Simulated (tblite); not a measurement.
A geometry optimisation, step by step.

Species: C₆H₉GeNO₂.
SMILES with atom numbers: `[CH3:1][c:2]1[cH:3][cH:4][cH:5][c:6]([O:7][GeH3:8])[n+:9]1[O-:10]` (hydrogens: H11, H12, H13 on C1; H14 on C3; H15 on C4; H16 on C5; H17, H18, H19 on Ge8)
Bond orders are those of one Lewis drawing.

Computed with GFN2-xTB (tblite), gas phase: L-BFGS steps from a force-field or distance-geometry start until the largest atomic force falls under 0.01 eV/Å. 8 of its 46 geometries are shown.

Step 0: E = -826.2457 eV, largest atomic force 4.216 eV/Å
```
atom  x, y, z in Å  |  force x, y, z in eV/Å
C1     -3.046   -0.722    0.210   -0.603  -0.013   0.033
C2     -1.695   -0.093    0.091    0.457   0.376   0.109
C3     -1.552    1.293    0.026    0.019  -0.333  -0.126
C4     -0.295    1.871   -0.087    0.309  -0.397   0.151
C5      0.832    1.044   -0.095   -0.846  -0.377  -0.026
C6      0.677   -0.352   -0.026    1.820   0.040  -0.049
O7      1.783   -1.220   -0.046   -1.308   1.377   0.023
Ge8     3.531   -0.706   -0.165    0.049  -0.070  -0.098
N9     -0.567   -0.889    0.077   -0.752  -3.697   0.165
O10    -0.708   -2.256    0.157    0.319   4.197  -0.240
H11    -3.123   -1.307    1.149    0.172   0.162  -0.651
H12    -3.228   -1.399   -0.651    0.183   0.261   0.625
H13    -3.862    0.050    0.228    0.913  -0.631  -0.075
H14    -2.428    1.938    0.038    0.192  -0.354   0.019
H15    -0.188    2.947   -0.138    0.031  -0.191  -0.013
H16     1.804    1.510   -0.170    0.147  -0.306  -0.001
H17     3.740    0.073   -1.488   -0.177  -0.230   0.424
H18     3.883    0.192    1.035   -0.210  -0.198  -0.283
H19     4.432   -1.964   -0.152   -0.715   0.383   0.013
```

Step 6: E = -826.7787 eV, largest atomic force 0.374 eV/Å
```
atom  x, y, z in Å  |  force x, y, z in eV/Å
C1     -3.005   -0.727    0.210   -0.248  -0.122   0.013
C2     -1.666   -0.085    0.099    0.224  -0.268  -0.028
C3     -1.537    1.278    0.017    0.001   0.079   0.039
C4     -0.293    1.860   -0.076    0.057   0.239  -0.055
C5      0.816    1.048   -0.100    0.107  -0.206   0.029
C6      0.698   -0.322   -0.026   -0.078  -0.079   0.005
O7      1.761   -1.150   -0.046   -0.179  -0.068   0.017
Ge8     3.487   -0.695   -0.165   -0.085  -0.026   0.001
N9     -0.556   -0.891    0.075    0.065  -0.022   0.009
O10    -0.697   -2.141    0.148    0.102  -0.141  -0.003
H11    -3.095   -1.322    1.118    0.187  -0.019   0.014
H12    -3.202   -1.406   -0.620    0.202  -0.029  -0.034
H13    -3.787    0.032    0.218    0.111  -0.016   0.007
H14    -2.418    1.885    0.040   -0.252   0.170  -0.003
H15    -0.180    2.922   -0.138    0.000   0.305  -0.007
H16     1.809    1.450   -0.170    0.259   0.172  -0.033
H17     3.708    0.048   -1.442   -0.085   0.100  -0.136
H18     3.846    0.167    1.000   -0.069   0.122   0.142
H19     4.303   -1.940   -0.148   -0.320  -0.192   0.024
```

Step 13: E = -826.8764 eV, largest atomic force 0.219 eV/Å
```
atom  x, y, z in Å  |  force x, y, z in eV/Å
C1     -2.957   -0.751    0.207   -0.076  -0.034   0.014
C2     -1.636   -0.082    0.097    0.046   0.001  -0.028
C3     -1.517    1.289    0.019   -0.025   0.077   0.002
C4     -0.279    1.897   -0.080    0.024  -0.042  -0.002
C5      0.830    1.070   -0.101    0.017   0.020   0.001
C6      0.695   -0.300   -0.024    0.095  -0.002  -0.027
O7      1.724   -1.154   -0.041    0.170   0.138  -0.014
Ge8     3.437   -0.687   -0.162   -0.068  -0.073   0.027
N9     -0.538   -0.884    0.073    0.064   0.021   0.025
O10    -0.644   -2.139    0.143   -0.073  -0.005  -0.002
H11    -3.006   -1.348    1.114    0.041  -0.055   0.068
H12    -3.110   -1.434   -0.625    0.038  -0.041  -0.058
H13    -3.738    0.001    0.218   -0.138  -0.047   0.001
H14    -2.420    1.872    0.039   -0.054   0.124   0.002
H15    -0.177    2.968   -0.140   -0.010  -0.050   0.001
H16     1.835    1.461   -0.177    0.027   0.104  -0.004
H17     3.639    0.066   -1.456   -0.022  -0.050   0.075
H18     3.778    0.190    1.021   -0.031  -0.075  -0.086
H19     4.074   -2.027   -0.134   -0.024  -0.012   0.005
```

Step 19: E = -826.8916 eV, largest atomic force 0.102 eV/Å
```
atom  x, y, z in Å  |  force x, y, z in eV/Å
C1     -2.952   -0.763    0.208    0.050  -0.006  -0.005
C2     -1.637   -0.073    0.096   -0.016   0.101   0.005
C3     -1.522    1.300    0.020    0.012   0.060  -0.008
C4     -0.279    1.899   -0.081    0.004   0.033   0.002
C5      0.839    1.083   -0.102   -0.061   0.069  -0.006
C6      0.705   -0.288   -0.026    0.006   0.055   0.001
O7      1.733   -1.140   -0.042   -0.037  -0.017   0.000
Ge8     3.439   -0.704   -0.162   -0.086  -0.034   0.027
N9     -0.531   -0.870    0.073   -0.028   0.026  -0.005
O10    -0.644   -2.127    0.142    0.017   0.054  -0.001
H11    -2.975   -1.362    1.116    0.007  -0.059   0.009
H12    -3.079   -1.446   -0.630    0.003  -0.067  -0.008
H13    -3.762   -0.042    0.221   -0.005  -0.017   0.002
H14    -2.419    1.902    0.039    0.044  -0.052   0.003
H15    -0.177    2.970   -0.140   -0.014  -0.021   0.000
H16     1.838    1.499   -0.180   -0.065  -0.042   0.007
H17     3.623    0.055   -1.443    0.053  -0.016  -0.052
H18     3.763    0.177    1.010    0.058  -0.023   0.030
H19     4.029   -2.060   -0.128    0.057  -0.043  -0.001
```

Step 26: E = -826.9036 eV, largest atomic force 0.120 eV/Å
```
atom  x, y, z in Å  |  force x, y, z in eV/Å
C1     -2.940   -0.784    0.207    0.049   0.021  -0.004
C2     -1.647   -0.049    0.095   -0.033   0.041   0.015
C3     -1.532    1.325    0.020   -0.030  -0.007   0.001
C4     -0.288    1.925   -0.082   -0.046  -0.010   0.003
C5      0.831    1.111   -0.104   -0.021   0.066   0.000
C6      0.699   -0.258   -0.028   -0.009   0.029   0.012
O7      1.715   -1.124   -0.042   -0.007  -0.018   0.000
Ge8     3.424   -0.738   -0.159    0.116   0.030  -0.009
N9     -0.536   -0.837    0.073   -0.040  -0.037  -0.020
O10    -0.642   -2.093    0.142    0.002  -0.034   0.008
H11    -2.936   -1.395    1.111    0.013   0.034  -0.003
H12    -3.039   -1.479   -0.627    0.009   0.032  -0.003
H13    -3.782   -0.099    0.224    0.027  -0.011  -0.004
H14    -2.427    1.927    0.041   -0.001  -0.035  -0.001
H15    -0.185    2.997   -0.142   -0.030  -0.033   0.005
H16     1.828    1.525   -0.180    0.013  -0.001  -0.005
H17     3.643    0.016   -1.444    0.018  -0.045   0.012
H18     3.785    0.137    1.013    0.015  -0.042  -0.008
H19     4.020   -2.098   -0.124   -0.044   0.019  -0.001
```

Step 32: E = -826.9079 eV, largest atomic force 0.065 eV/Å
```
atom  x, y, z in Å  |  force x, y, z in eV/Å
C1     -2.928   -0.789    0.207   -0.042  -0.009   0.003
C2     -1.649   -0.039    0.097    0.011  -0.062  -0.018
C3     -1.545    1.334    0.020    0.000  -0.030   0.002
C4     -0.304    1.937   -0.082   -0.002   0.011   0.003
C5      0.820    1.130   -0.104    0.009  -0.032  -0.002
C6      0.696   -0.241   -0.027    0.006  -0.017  -0.016
O7      1.714   -1.104   -0.043    0.017   0.015   0.003
Ge8     3.435   -0.748   -0.158   -0.026  -0.019  -0.015
N9     -0.537   -0.826    0.070    0.033   0.023   0.033
O10    -0.641   -2.083    0.142    0.019   0.012  -0.013
H11    -2.909   -1.398    1.111   -0.023  -0.007  -0.015
H12    -3.012   -1.482   -0.631   -0.014  -0.002   0.021
H13    -3.783   -0.122    0.225   -0.002   0.026   0.002
H14    -2.445    1.926    0.042   -0.016   0.006   0.001
H15    -0.209    3.007   -0.141   -0.001   0.052  -0.004
H16     1.819    1.539   -0.182   -0.008   0.041   0.001
H17     3.667   -0.017   -1.451    0.027   0.006   0.012
H18     3.809    0.105    1.020    0.027   0.014  -0.001
H19     3.992   -2.121   -0.122   -0.015  -0.029   0.003
```

Step 39: E = -826.9127 eV, largest atomic force 0.051 eV/Å
```
atom  x, y, z in Å  |  force x, y, z in eV/Å
C1     -2.928   -0.796    0.207    0.006  -0.014  -0.001
C2     -1.649   -0.043    0.096    0.010   0.000   0.017
C3     -1.562    1.331    0.022    0.009   0.009   0.005
C4     -0.329    1.952   -0.079    0.013  -0.001  -0.015
C5      0.807    1.159   -0.107    0.005  -0.005   0.015
C6      0.701   -0.213   -0.030   -0.018   0.006   0.019
O7      1.724   -1.070   -0.043   -0.001   0.048  -0.011
Ge8     3.452   -0.774   -0.159   -0.015  -0.010   0.008
N9     -0.526   -0.813    0.074   -0.005  -0.012  -0.049
O10    -0.614   -2.071    0.138    0.020  -0.012   0.019
H11    -2.911   -1.407    1.109   -0.013   0.011   0.021
H12    -3.012   -1.490   -0.628   -0.018   0.004  -0.023
H13    -3.779   -0.123    0.224    0.005  -0.019   0.001
H14    -2.471    1.909    0.044    0.002   0.017  -0.001
H15    -0.248    3.025   -0.139   -0.009  -0.005   0.002
H16     1.797    1.590   -0.185    0.006  -0.015  -0.003
H17     3.730   -0.054   -1.448   -0.002   0.006  -0.006
H18     3.869    0.070    1.014    0.002   0.001   0.000
H19     3.939   -2.173   -0.117    0.005  -0.009   0.003
```

Step 45: E = -826.9132 eV, largest atomic force 0.008 eV/Å
```
atom  x, y, z in Å  |  force x, y, z in eV/Å
C1     -2.928   -0.798    0.207    0.001   0.003  -0.001
C2     -1.649   -0.044    0.096    0.000   0.007   0.001
C3     -1.562    1.331    0.022    0.001   0.004  -0.003
C4     -0.331    1.954   -0.080    0.002  -0.001   0.003
C5      0.806    1.163   -0.105    0.001   0.004  -0.004
C6      0.700   -0.209   -0.029    0.002   0.002  -0.001
O7      1.725   -1.063   -0.045   -0.001  -0.003  -0.002
Ge8     3.453   -0.777   -0.158    0.006   0.001   0.003
N9     -0.525   -0.812    0.071   -0.001  -0.001   0.001
O10    -0.608   -2.071    0.139    0.004   0.000   0.000
H11    -2.913   -1.407    1.111   -0.001  -0.002   0.000
H12    -3.014   -1.491   -0.630   -0.003  -0.004   0.000
H13    -3.779   -0.127    0.224   -0.005   0.001   0.000
H14    -2.471    1.911    0.044    0.002  -0.002   0.001
H15    -0.253    3.027   -0.139   -0.006  -0.005   0.000
H16     1.796    1.592   -0.185    0.003  -0.005   0.003
H17     3.735   -0.057   -1.448   -0.001   0.000  -0.003
H18     3.875    0.066    1.014    0.000  -0.003   0.000
H19     3.935   -2.179   -0.116   -0.003   0.004   0.001
```

**Question.** Summarise the path.

**Answer.** The energy falls by 0.6675 eV from step 0 to step 45; nine tenths of that is first reached at step 10. It falls at every step. The largest force goes from 4.216 to 0.008 eV/Å. Among the bonds N9–O10 changes most, from 1.377 to 1.263 Å; the atoms move by 0.186 Å rms after alignment.

**Question.** Follow the three bonds and two angles with the largest change from start to end.

**Answer.** 
```tsv
step	E above end (eV)	largest force (eV/Å)	N9–O10 (Å)	C6–O7 (Å)	O7–Ge8 (Å)	O7–Ge8–H19 (°)	C6–O7–Ge8 (°)
0	0.6675	4.216	1.377	1.406	1.826	109.2	125.5
2	0.2665	0.848	1.261	1.353	1.839	109.9	126.4
4	0.1784	0.437	1.260	1.346	1.824	109.6	127.6
6	0.1345	0.374	1.260	1.348	1.789	108.4	127.3
8	0.0862	0.315	1.262	1.342	1.757	105.7	126.4
10	0.0605	0.301	1.263	1.338	1.771	103.2	125.5
12	0.0424	0.257	1.262	1.337	1.783	100.7	125.0
14	0.0326	0.201	1.262	1.337	1.772	99.7	125.3
16	0.0266	0.101	1.262	1.335	1.759	99.4	125.9
18	0.0233	0.113	1.263	1.335	1.761	99.2	126.1
20	0.0194	0.157	1.263	1.336	1.768	99.1	125.9
22	0.0143	0.118	1.263	1.336	1.768	99.6	125.8
23	0.0127	0.092	1.262	1.336	1.764	100.1	126.0
25	0.0107	0.108	1.262	1.335	1.758	100.7	126.4
27	0.0084	0.089	1.263	1.335	1.757	100.9	127.2
29	0.0070	0.053	1.263	1.335	1.760	100.7	127.6
31	0.0059	0.063	1.263	1.335	1.761	100.4	127.8
33	0.0048	0.043	1.263	1.335	1.760	100.2	128.2
35	0.0039	0.060	1.263	1.334	1.758	100.1	128.5
37	0.0020	0.098	1.263	1.335	1.757	99.7	129.3
39	0.0005	0.051	1.263	1.334	1.757	99.3	130.3
41	0.0002	0.024	1.263	1.334	1.756	99.4	130.6
43	0.0000	0.014	1.263	1.334	1.755	99.5	130.7
45	0.0000	0.008	1.263	1.334	1.755	99.4	130.8
```

The cost below is that of the whole relaxation. Time: 0.39 s of wall time. Hardware: one thread, Arm Neoverse V1 (aarch64), on a shared host.
